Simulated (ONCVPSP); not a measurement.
# Varying the ONCV potential for Si (Z = 14)

Base potential:

| Item | Value |
| --- | --- |
| Element | silicon (Si) |
| Generator | ONCVPSP 4.0.1 |
| Type | optimised norm-conserving Vanderbilt (ONCV) |
| Functional | PW91 |
| Relativity | scalar-relativistic |
| Frozen core | [Ne] |
| Valence charge | 4 |
| Reference configuration | 3s2 3p1.5 (charge +0.5) |
| Partial waves | 3s: rc 1.55 bohr, ncon 3, nbas 8, qcut 5.2 1/bohr, 1 projector; 3p: rc 2.35 bohr, ncon 4, nbas 7, qcut 3 1/bohr, 1 projector; d scattering state at 0.04 Ha: rc 1.75 bohr, ncon 5, nbas 9, qcut 4.6 1/bohr, 3 projectors, debl 1 Ha |
| Local potential | polynomial inside 1.05 bohr (lpopt 5, dvloc0 -1 Ha) |
| Core correction | polynomial model core, fcfact 0.65 |

Cutoffs, loose and tight: the cutoffs (Ha) at which the residual kinetic energy of the hardest occupied pseudo-wave falls to 1 and 0.1 mHa per electron. They do not see the model core or the augmentation charge, which bear on the density cutoff. Test errors are all-electron minus pseudo excitation energies from the reference, over the configurations 3s2 3p2; 3s2 3p1; 3s2 3p0; 3s0 3p4. A dash means not determined; rows that change the core or the reference have their own tests.

For the base: The cutoffs count occupied waves only; projector 3 of the d channel, the hardest unoccupied one, needs 32 Ha at the loose tolerance.

A true bound ghost makes a file unfit for plane-wave use even where its test errors are small: the radial tests pick states by their node count and pass the ghost by.

| change | outcome | cutoff, loose | cutoff, tight | bound ghosts | GHOST(+) flags above zero | largest test error (meV) |
| --- | --- | --- | --- | --- | --- | --- |
| base | generated | 8.5 Ha | 11 Ha | d | s, d | +27 |
| core correction polynomial model core, fcfact 0.12 | generated | 8.5 Ha | 11 Ha | d | s, d | +28 |
| core correction polynomial model core, fcfact 0.32 | generated | 8.5 Ha | 11 Ha | d | s, d | +28 |
| core correction polynomial model core, fcfact 0.54 | generated | 8.5 Ha | 11 Ha | d | s, d | +27 |
| core correction polynomial model core, fcfact 0.66 | generated | 8.5 Ha | 11 Ha | d | s, d | +27 |
| core correction polynomial model core, fcfact 0.88 | generated | 8.5 Ha | 11 Ha | d | s, d | +27 |
| core correction polynomial model core, fcfact 0.98 | generated | 8.5 Ha | 11 Ha | d | s, d | +27 |
| core correction polynomial model core, fcfact 1.24 | generated | 8.5 Ha | 11 Ha | d | s, d | +26 |

Reading the sweep of the fcfact (base included, trends over the rows without a ghost): Bound ghosts are found at 0.12, 0.32, 0.54, 0.65, 0.66, 0.88, 0.98, 1.24. Every judged row has one, so this setting neither creates nor removes them.
